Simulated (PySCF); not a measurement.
**How methods differ on the excitation energy of Eu**

Eu [Xe] 4f7 6s2 (8S) → Eu [Xe] 4f7 5d1 6s1 (10D), as a difference of total energies. All numbers are calculated (PySCF 2.14, the spin-free X2C one-electron Hamiltonian (Gaussian nucleus), in x2c-TZVPPall). The calculations carry no spin-orbit coupling.

```json
{"method": "UHF", "excitation energy (cm⁻¹)": "10206", "error (cm⁻¹)": "-3165"}
{"method": "TPSS", "excitation energy (cm⁻¹)": "9193.2", "error (cm⁻¹)": "-4178"}
{"method": "PBEsol", "excitation energy (cm⁻¹)": "10093", "error (cm⁻¹)": "-3278"}
{"method": "BHandHLYP", "excitation energy (cm⁻¹)": "12777", "error (cm⁻¹)": "-594"}
```

Reference: 13371 cm⁻¹ (measured; NIST levels, between the centres of gravity of the two terms).
